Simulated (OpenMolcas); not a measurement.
Rh3+ in a ligand field

Rh3+ with 6 ligands (chloride) in octahedral coordination (Oh) at 2.42 Å. A charge of +0.5 e stands 2.8 Å behind each ligand. Ligand basis ANO-RCC-VDZP.
```
Rh    0.0000    0.0000    0.0000
Cl    2.4200    0.0000    0.0000
Cl    0.0000    2.4200    0.0000
Cl   -2.4200    0.0000    0.0000
Cl    0.0000   -2.4200    0.0000
Cl    0.0000    0.0000    2.4200
Cl    0.0000    0.0000   -2.4200
```

```yaml
Program: OpenMolcas
Method: "SS-CASPT2, IPEA 0.25 Eh, imaginary shift 0.1 Eh (closed shells correlated: 4s 4p and the ligand valence shells)"
Basis: ANO-RCC-VTZP [7s6p4d2f1g]
Scalar_Hamiltonian: DKH2, point nucleus
Active_space: 6 electrons in 5 orbitals (4d)
State_averaging: 2S+1 = 5 even, 5 roots; 2S+1 = 3 even, 45 roots; 2S+1 = 1 even, 50 roots
Spin-orbit_coupling: state interaction with AMFI integrals over the reference wave functions
```

The lowest spin-free states (labels of O, the rotations of Oh), above the lowest:

```tsv
State	Degeneracy	E (cm-1)
1A1	1	0
2S+1 = 3	3	13450
2S+1 = 3	3	15670
2S+1 = 1	3	16030
2S+1 = 1	3	21060
5T2	3	23610
2S+1 = 3	3	30330
2S+1 = 3	3	30690
2S+1 = 1	3	32510
1E	2	33360
2S+1 = 3	3	33440
2S+1 = 1	1	33920
2S+1 = 3	3	33950
3E	2	34080
2S+1 = 1	1	36800
2S+1 = 1	3	37190
2S+1 = 1	3	37480
5E	2	43350
2S+1 = 3	3	43670
2S+1 = 3	1	44100
```

The lowest levels with spin-orbit coupling:

```tsv
E (cm-1)	Degeneracy	2S+1
0	1	1
12780	2	3
13010	3	3
13540	3	3 (88 %)
14580	1	3
15120	3	3 (77 %)
15810	2	3
16440	3	3
16850	1	3
17030	3	1 (67 %)
21330	3	1
22960	3	5
23750	3	5
23750	2	5
24660	3	5
24680	3	5
24710	1	5
29770	2	3
30260	3	3
30370	3	3
```

Powder χT (cm3 K/mol): 0 at 2 K, 0.0012 at 10 K, 0.00598 at 50 K, 0.012 at 100 K, 0.0239 at 200 K, 0.0359 at 300 K. The effective moment at 300 K is 2.828 √(χT) = 0.54 μB.

The lowest level has 2S+1 = 1, for which the spin-only value is χT = S(S+1) / 2 = 0.000 cm3 K/mol (g = 2). The computed 0.036 at 300 K differs by +0.036, through orbital momentum, spin-orbit coupling and any other state in reach.

Roots that are degenerate in the reference are averaged as groups; the widest CASPT2 spread within a group is 230 cm-1 (the 2-fold group of multiplicity 3 near 55700 cm-1 above the lowest state of its run). Shifts and gaps below about the spread of the groups concerned are not significant. Over all roots computed the reference weight is 0.60 to 0.65; a low but even weight reflects the number of correlated electrons. The least metal-like active orbital is 71 % on the metal (Löwdin) and no ligand orbital is active, so the numbers are rough. Ligand-to-metal charge-transfer states are missing. With no ligand orbital active B as a rule stays too high, so bands that hang on it stand too high and its fall with covalency is understated. With one d shell and no ligand orbital active, 10Dq can be off by a tenth or more. No measured value stands beside these numbers; the geometry is a model, was not optimised and need not be the one that this ion takes.

The CASPT2 steps took 13 min on 1 thread of Intel(R) Xeon(R) Platinum 8259CL CPU @ 2.50GHz (Skylake/Cascade Lake), with other jobs on the host; the integral step is not counted.
